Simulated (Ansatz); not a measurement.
Coupled-cluster diagnostics for the cluster Fe₂O₂⁺ (the lowest doublet isomer of a short search), Ansatz.

Geometry of the doublet (PBE0-D4/def2-SVP):

```
atom   x (Å)   y (Å)   z (Å)
 Fe1   0.157   1.216  -0.563
 Fe2  -0.141  -1.090   0.505
  O3   1.229  -0.234   0.005
  O4  -1.246   0.108   0.053
```

Correlated methods freeze 12 core orbitals; core or outer-core shells of Fe are correlated, in sets that lack core-valence functions. In CCSD on the charge 1 doublet the largest single amplitude is 0.39, so its Hartree–Fock determinant may place the open shell otherwise than the density functionals do. The geometry of the doublet was relaxed on an unsound state (⟨S²⟩ 3.83, where a pure state has 0.75). The geometry of the quartet was relaxed on an unsound state (⟨S²⟩ 5.51, where a pure state has 3.75). The geometry of the sextet was relaxed on an unsound state (⟨S²⟩ 9.63, where a pure state has 8.75). The structure comes from a short search, and lower isomers may exist.

Geometry of the charge 1 quartet (PBE0-D4/def2-SVP):

```xyz
4

Fe   -0.632    1.133    0.268
Fe    0.583   -1.044   -0.247
O     0.947    0.296    0.733
O    -0.898   -0.385   -0.755
```

Geometry of the charge 1 sextet (PBE0-D4/def2-SVP):

```xyz
4

Fe   -0.375    0.039   -1.276
Fe    0.352   -0.036    1.173
O    -1.167    0.044    0.410
O     1.189   -0.047   -0.308
```

(1) Estimate the CCSD(T) correlation energy, the shares of MP2 and (T), T1 and the reference's ⟨S²⟩ for: charge 1, doublet, own geometry in def2-SVP; charge 1, quartet, own geometry in def2-SVP; charge 1, sextet, own geometry in def2-SVP; and the rough time on 4 threads of AMD EPYC 9R45 on a shared host.

Results:

(1) 
```
                          state     basis  correlation (eV)  MP2 share (%)  (T) share (%)     T1   ⟨S²⟩ (pure)  wall time                                                                   remarks
charge 1, doublet, own geometry  def2-SVP           -26.323           89.7            4.3  0.070   4.59 (0.75)       16 s   flagged by the program, large T1 (0.070), spin-contaminated (⟨S²⟩ 4.59)
charge 1, quartet, own geometry  def2-SVP           -27.404           91.1            5.1  0.049   6.56 (3.75)       19 s                                             spin-contaminated (⟨S²⟩ 6.56)
 charge 1, sextet, own geometry  def2-SVP           -27.179           87.2            5.5  0.064  10.51 (8.75)        8 s  flagged by the program, large T1 (0.064), spin-contaminated (⟨S²⟩ 10.51)
```
Customary marks for T1 are 0.02 (closed shells), 0.045 (open shells) and about 0.05 (3d metals). T1 exceeds 0.02 in 3 of 3 rows and 0.045 in 3; the higher it lies, the less the single-reference result can be trusted.
